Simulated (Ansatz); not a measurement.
Input file for Ansatz (a quantum-chemistry and plane-wave program): U-wB97M-V/def2-TZVPP on AsF2 (SMILES F[As]F), 2S+1 = 2, atoms moved off the minimum.

Ansatz 0.2 input:
```yaml
crystal:
  periodic: [false, false, false]
  atoms:
    - {symbol: F, position_ang: [-1.17844418, -0.75808421, 0.10662983]}
    - {symbol: As, position_ang: [0.08938983, 0.38822291, -0.05424018]}
    - {symbol: F, position_ang: [1.40462066, -0.76151106, -0.11334385]}
basis:
  gaussian:
    orbitals: def2-TZVPP
hamiltonian:
  xc: {name: wB97M-V}
magnetization: {spin_polarized: true, initial_magnetization: 1}
output: {forces: true}
```

The log:

```
Functional definition: wB97M-V
[...]
integrals: 0.05 GiB planned
716 factors; their error is unknown
integrals: 0.08 GiB planned
113 factors; integrals over basis functions are off by at most 6.2e-5 eV
mean field: 0.67 GiB planned
mean field evaluation 1: about -66270.5013 eV, gradient 3.1e1 eV
mean field evaluation 2: about -66268.8360 eV, gradient 4.2e1 eV
mean field evaluation 4: about -66273.3669 eV, gradient 5.4e-1 eV
mean field evaluation 8: about -66273.5332 eV, gradient 5.6e-2 eV
mean field evaluation 16: about -66273.5333 eV, gradient 7.2e-5 eV
mean field -66273.53325635 eV, -2435.5074253567 hartree, gradient 7.2e-5 eV, S^2 0.753087; 0 other end points of the search recorded, 0 dependent functions left out
the calculation of the forces begins
reference -66273.53328056 eV, -2435.5074262463 hartree; 26, 25 occupied and 84, 85 virtual orbitals, 716 factors
Total energy: -66273.53328056 eV, -2435.5074262463 hartree
Atom 0 at    -1.178444    -0.758084     0.106630 Å, force    -0.285339    -0.319482     0.039039 eV/Å
Atom 1 at     0.089390     0.388223    -0.054240 Å, force     0.602432     0.101567    -0.056020 eV/Å
Atom 2 at     1.404621    -0.761511    -0.113344 Å, force    -0.317092     0.217915     0.016981 eV/Å
Dipole moment:    -0.035469     0.471591    -0.018709 e Å
```

The run converged.

Cost: roughly 9 core-seconds.
